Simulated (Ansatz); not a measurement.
A structure drawn as `[Se]=C[S][SbH2]`, with this starting geometry:

Cartesian coordinates in Å:
```
Se -1.942 -1.452 1.342
C -0.994 -0.423 -0.404
S -0.037 0.027 -1.840
Sb 1.949 0.671 -0.393
H -1.641 0.314 0.083
H 0.861 1.612 0.641
H 1.803 -0.751 0.571
```

Charge 0, multiplicity 1. Sb: def2 effective core potential.

Question: Does it keep its bonds when Ansatz relaxes it at PBE-D4/def2-SVP and then PBE0-D4/def2-TZVP?

Answer: Yes, every drawn bond is still there and no new one forms.

Question: Give the relaxed structure. (An estimate is asked.)

Answer: Ansatz gave: 
Z-matrix (Å, degrees):
```
C
S 1 1.714
Se 1 1.762 2 123.0
H 1 1.088 2 116.0 3 -180.0
Sb 2 2.454 1 105.0 3 -179.9
H 5 1.710 2 93.8 1 -45.1
H 5 1.710 2 93.9 1 46.1
```
All modes are real.

Atoms count as bonded under 1.1 times the sum of their covalent radii (H–H under 0.85 Å, pairs among N, O and F under 1.55 Å), and a drawn bond as lost past 1.3 times.
